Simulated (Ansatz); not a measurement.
Reaction (cleavage of the Si–Ga bond): `FC[SiH2][GaH2]` + H₂S → `FC[SiH2]S` + `[GaH3]`

Gas-phase electronic energies from Ansatz, PBE0-D4/def2-TZVP geometries. CCSD(T)/CBS adds triple-zeta CCSD(T) − MP2 to the extrapolated MP2 energy (def2 sets, frozen cores). This one scheme is used for every species. DFT in def2-TZVPP. B3LYP here is the variant with VWN-RPA as its local correlation; programs differ in this. HSE06 is defined as in plane-wave codes. For Ga outer-core shells are correlated without core-valence functions, which leaves a few kJ/mol of doubt a bond. Scalar relativity is left out up to krypton. One conformer a species, not always the lowest.

| level | ΔE (kJ/mol) | difference from CCSD(T)/CBS |
| --- | --- | --- |
| LDA (SPW92) | -26.0 | 9.5 |
| PBE-D4 | -29.5 | 6.0 |
| revPBE-D4 | -33.1 | 2.4 |
| BLYP-D4 | -32.5 | 3.0 |
| r2SCAN-D4 | -35.7 | -0.2 |
| B97M-V | -41.9 | -6.4 |
| B3LYP-D4 | -36.3 | -0.8 |
| r2SCAN0-D4 | -39.0 | -3.5 |
| HSE06-D4 | -35.0 | 0.5 |
| BHLYP-D4 | -40.5 | -5.0 |
| CAM-B3LYP-D4 | -38.4 | -2.9 |
| ωB97X-V | -38.6 | -3.1 |
| B2PLYP | -39.2 | -3.7 |
| PBE-QIDH | -40.2 | -4.7 |
| PBE | -30.5 | 5.0 |
| revPBE | -33.7 | 1.8 |
| BLYP | -34.2 | 1.3 |
| r2SCAN | -35.9 | -0.4 |
| PBE0 | -35.8 | -0.3 |
| B3LYP | -38.0 | -2.5 |
| r2SCAN0 | -39.3 | -3.8 |
| HSE06 | -36.0 | -0.5 |
| BHLYP | -43.5 | -8.0 |
| CAM-B3LYP | -39.5 | -4.0 |
| LC-ωPBE | -39.4 | -3.9 |
| RPA@PBE/def2-TZVPP | -30.4 | 5.1 |
| HF/def2-SVP | -42.5 | -7.0 |
| MP2/def2-SVP | -30.3 | 5.2 |
| CCSD/def2-SVP | -24.6 | 10.9 |
| CCSD(T)/def2-SVP | -22.8 | 12.7 |
| HF/def2-TZVPP | -54.9 | -19.4 |
| MP2/def2-TZVPP | -41.7 | -6.2 |
| SCS-MP2/def2-TZVPP | -42.3 | -6.8 |
| CCSD/def2-TZVPP | -35.6 | -0.1 |
| CCSD(T)/def2-TZVPP | -33.5 | 2.0 |
| HF/def2-QZVPP | -56.5 | -21.0 |
| MP2/def2-QZVPP | -43.4 | -7.9 |
| SCS-MP2/def2-QZVPP | -44.4 | -8.9 |
| HF/CBS(def2) | -56.7 | -21.2 |
| MP2/CBS(def2) | -43.7 | -8.2 |
| CCSD(T)/CBS | -35.5 | 0 |

Q: What do rigid-rotor, harmonic-oscillator terms from PBE0-D4/def2-TZVP frequencies (298.15 K, 1 bar) make of the CCSD(T)/CBS value? (An estimate is asked.)

A: Ansatz gave: ΔZPE = -1.0 kJ/mol, ΔH = -37.9 kJ/mol, ΔS = -9 J/(mol·K), ΔG = -35.2 kJ/mol.

Largest T1 diagnostic among the species: 0.013.

Leaving LDA and LC-ωPBE aside and taking each functional with its dispersion term where it has one, the values spread over 12.4 kJ/mol, from B97M-V to PBE-D4. LDA lies +4.5 kJ/mol from PBE without D4. In def2-TZVPP, CCSD(T) changes the Hartree–Fock value by +21.4 kJ/mol (the triples alone add +2.1 kJ/mol) and MP2 by +13.2 kJ/mol.

CCSD(T)/CBS has its own doubt, a few kJ/mol and more with outer-core shells, so smaller differences from it don't rank the levels.
